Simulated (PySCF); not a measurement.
**Radial density of Tc⁺ (technetium, charge +1)**

B2PLYP, [Kr] 4d6, high-spin 5D determinant (an excited configuration). Computed with PySCF 2.14 in def2-TZVPPD with the def2 core potential (28 electrons) (6s4p3d2f1g, 56 functions), with a scalar-relativistic core potential. This is the valence pseudo-density: the core potential removes the inner electrons and smooths the orbitals near the nucleus.

```csv
r (bohr),4πr²ρ (e/bohr),4πr²(ρα − ρβ)
0.0413,1.089e-05,0.0000
0.0695,4.768e-05,0.0000
0.117,0.0003045,0.0000
0.197,0.003389,0.0006
0.331,0.08114,0.0142
0.557,2.267,0.2701
0.936,11.99,1.9157
1.57,6.972,2.4156
2.65,1.175,0.6712
4.45,0.07789,0.0379
7.49,7.056e-05,0.0000
```

Energies and moments cover only the electrons outside the core potential.
